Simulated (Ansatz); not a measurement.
## BClH2OSi: structure from calculated spectroscopic constants

These gas-phase data were calculated for one isomer of BClH2OSi at B3LYP-D3(BJ)/def2-SVP (harmonic, unscaled wavenumbers; equilibrium rotational constants with average atomic masses):

```
rotational constants            : 10.74, 2.602, 2.134 GHz
all wavenumbers above 1500 cm⁻¹ : 2644, 2548
```

Candidates:

(1) `BO[Si]Cl`, a singlet
(2) `[SiH]OBCl`, a singlet
(3) `O=B[SiH2]Cl`, a singlet

Q: Which structure fits?

A: Candidate (1). The band at 2644 cm⁻¹ lies where the B–H stretch is expected; (3) has no mode between 2350 and 2900 cm⁻¹. 2 modes lie between 2350 and 2900 cm⁻¹, one for each B–H bond, while (2) has 1.

The same quantities for all candidates:

```
     rotational constants (GHz)  wavenumbers above 1500 cm⁻¹  E above the lowest, B3LYP-D3(BJ)/def2-SVP (kcal/mol)
(1)         10.74, 2.602, 2.134                   2644, 2548                                                   1.5
(2)         22.44, 1.761, 1.658                   2652, 1982                                                  12.2
(3)         10.44, 2.099, 1.785             2265, 2258, 2034                                                   0.0
```

Each candidate is one conformer. Programs: Ansatz 0.2.0.
